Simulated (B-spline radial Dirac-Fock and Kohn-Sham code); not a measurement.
## How the binding energies of Lu¹⁷⁺ add up

System: Lu¹⁷⁺, configuration [Kr] 4d10 4f8; nuclear rms radius 5.37 fm (A = 175).

Method: Dirac-Fock ΔSCF + Breit + QED. Computed with a radial B-spline solver. The model has no electron correlation. Energies are counted from the vacuum level.

All terms are in eV, carry their sign (relaxation lowers the binding energy) and add up to the binding energy; ⟨r⟩ is the mean radius of the orbital in the initial state.

```csv
subshell,−ε (Koopmans),relaxation,Gaunt,retardation,self-energy,vacuum polarisation,binding energy,⟨r⟩ (bohr)
1s,64126.5,-73.67,-219.42,19.71,-127.46,23.11,63748.8,0.019
2s,11390.9,-39.11,-23.65,1.65,-17.98,3.05,11314.9,0.081
2p1/2,10867.0,-43.44,-40.87,4.45,0.08,0.10,10787.3,0.067
2p3/2,9747.1,-40.68,-28.39,5.90,-1.24,-0.11,9682.5,0.075
3s,2960.8,-17.24,-4.25,0.26,-4.10,0.67,2936.2,0.212
3p1/2,2729.8,-18.15,-7.53,0.73,-0.06,0.02,2704.9,0.202
3p3/2,2486.8,-16.84,-4.99,1.09,-0.31,-0.03,2465.7,0.216
3d3/2,2100.4,-19.24,-3.21,0.28,0.29,-0.03,2078.4,0.190
3d5/2,2047.9,-18.75,-2.16,0.30,0.15,-0.03,2027.4,0.194
4s,935.0,-4.03,-1.00,0.07,-1.02,0.17,929.2,0.471
4p1/2,838.8,-3.98,-1.71,0.18,-0.02,0.01,833.3,0.476
4p3/2,780.2,-3.44,-1.09,0.26,-0.08,-0.01,775.8,0.503
4d3/2,619.9,-3.35,-0.56,0.06,0.06,-0.01,616.1,0.515
4d5/2,608.7,-3.17,-0.34,0.06,0.03,-0.01,605.2,0.524
4f,413.2,-3.00,0.07,-0.01,0.03,0.00,410.3,0.548
```

For the deepest level, K (1s), the Breit terms make up -0.313 % of the binding energy, QED -0.164 % and orbital relaxation -0.116 %.

Spin-orbit splittings: 2p 1104.8 eV, 3p 239.2 eV, 3d 51.00 eV, 4p 57.47 eV, 4d 10.87 eV.

Going to the tabulated ground configuration of the next ion removes an electron from N6,7 (4f), computed at 410.3 eV. NIST lists 438 ± 22 eV as the ionisation energy of this species (theoretical), +27.68 eV from the computed value. Where a p, d or f shell is open in either ion the computed value averages over both j values and all terms, while the table refers to the lowest levels; that difference holds spin-orbit splitting (largest in heavy or highly charged ions), term energies where several electrons share open shells, and correlation, and it can reach 10 % or more.
